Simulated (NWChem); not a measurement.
System: silicon dioxide molecule (SiO2); SMILES O=[Si]=O

Program: NWChem. Pople sets run with spherical d functions. STO-3G and 3-21G are far too small for this property and stand as cheap habits. The geometry was optimised at PBE0-D3(BJ)/def2-TZVP. Field at 589 nm.

```json
[
 {"level": "B3LYP/STO-3G", "isotropic polarisability (bohr³)": "___", "anisotropy (bohr³)": "16.2"},
 {"level": "B3LYP/6-31G*", "isotropic polarisability (bohr³)": "23.8", "anisotropy (bohr³)": "15.7"},
 {"level": "B3LYP/def2-SVP", "isotropic polarisability (bohr³)": "23.4", "anisotropy (bohr³)": "14.5"},
 {"level": "B3LYP/def2-SVPD", "isotropic polarisability (bohr³)": "30.7", "anisotropy (bohr³)": "14.5"},
 {"level": "B3LYP/aug-cc-pVDZ", "isotropic polarisability (bohr³)": "30.1", "anisotropy (bohr³)": "16.3"},
 {"level": "B3LYP/def2-TZVPD", "isotropic polarisability (bohr³)": "31.2", "anisotropy (bohr³)": "14.6"}
]
```

Q: Fill in the missing entries.

A: 
- B3LYP/STO-3G, isotropic polarisability (bohr³): 12.7
